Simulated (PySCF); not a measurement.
Isomers of C5H12OSi3, one GFN2-xTB conformer each. Single-point energies are computed at PBE0/pcSseg-1 (PySCF, gas phase, no added dispersion term), electronic only.

```
                                SMILES  GFN2-xTB relative energy (kcal/mol)
       C=C[Si@@H]1CC(=C)[SiH2][SiH2]O1                                  0.0
     O=C1C[SiH](/C([SiH3])=C/[SiH3])C1                                 64.6
O=C1C[C@H](/C([SiH3])=C\[SiH3])[SiH2]1                                 61.2
    O=C1[SiH2][SiH2][SiH2][C@@H]1C1CC1                                 57.8
```

Conformers: `[CH2:1]=[CH:2][Si@@H:3]1[CH2:4][C:5](=[CH2:6])[SiH2:7][SiH2:8][O:9]1` with C1–C2–Si3–C4 103°, C2–Si3–C4–C5 -65°, Si3–C4–C5–C6 101°, C4–C5–Si7–Si8 52°, C5–Si7–Si8–O9 -14°; `[O:1]=[C:2]1[CH2:3][SiH:4](/[C:5]([SiH3:6])=[CH:7]/[SiH3:8])[CH2:9]1` with C3–Si4–C5–Si6 75°, O1–C2–C3–Si4 156°, C2–C3–Si4–C5 130°, C3–Si4–C9–C2 -14°, O1–C2–C9–Si4 -156°; `[O:1]=[C:2]1[CH2:3][C@H:4](/[C:5]([SiH3:6])=[CH:7]\[SiH3:8])[SiH2:9]1` with C3–C4–C5–Si6 -32°; `[O:1]=[C:2]1[SiH2:3][SiH2:4][SiH2:5][C@@H:6]1[CH:7]1[CH2:8][CH2:9]1` with Si5–C6–C7–C8 161°, O1–C2–Si3–Si4 126°, C2–Si3–Si4–Si5 8°, Si3–Si4–Si5–C6 16°, Si4–Si5–C6–C7 77°.

**Question.** What does PBE0/pcSseg-1 give for the same structures?

**Answer.** 
```
                                SMILES  PBE0/pcSseg-1 E (Eh)  PBE0/pcSseg-1 (kcal/mol)  GFN2-xTB (kcal/mol)  point group
       C=C[Si@@H]1CC(=C)[SiH2][SiH2]O1           -1140.74377                       0.0                  0.0           C1
    O=C1[SiH2][SiH2][SiH2][C@@H]1C1CC1           -1140.66256                      51.0                 57.8           C1
     O=C1C[SiH](/C([SiH3])=C/[SiH3])C1           -1140.65326                      56.8                 64.6           C1
O=C1C[C@H](/C([SiH3])=C\[SiH3])[SiH2]1           -1140.62633                      73.7                 61.2           C1
```

Both levels put the same isomer lowest; measured from each level's own lowest isomer, the values differ by up to 12.5 kcal/mol (O=C1C[C@H](/C([SiH3])=C\[SiH3])[SiH2]1: 61.2 against 73.7). As drawn, the lowest has an Si–O bond and an Si–Si bond, which the highest lacks; the highest has a four-membered ring and a C=O bond, which the lowest lacks.

**Question.** Which frontier levels, dipoles and rotational constants go with these structures?

**Answer.** 
```tsv
SMILES	HOMO (eV, PBE0/pcSseg-1)	LUMO (eV)	dipole (D)	A, B, C (MHz)
C=C[Si@@H]1CC(=C)[SiH2][SiH2]O1	-7.02	-0.81	1.03	1216, 941.7, 716.5
O=C1[SiH2][SiH2][SiH2][C@@H]1C1CC1	-6.52	-1.40	2.84	1250, 823.9, 691.2
O=C1C[SiH](/C([SiH3])=C/[SiH3])C1	-7.06	-1.61	3.44	1782, 472.5, 400.9
O=C1C[C@H](/C([SiH3])=C\[SiH3])[SiH2]1	-6.80	-1.63	2.07	1387, 641.4, 504.7
```
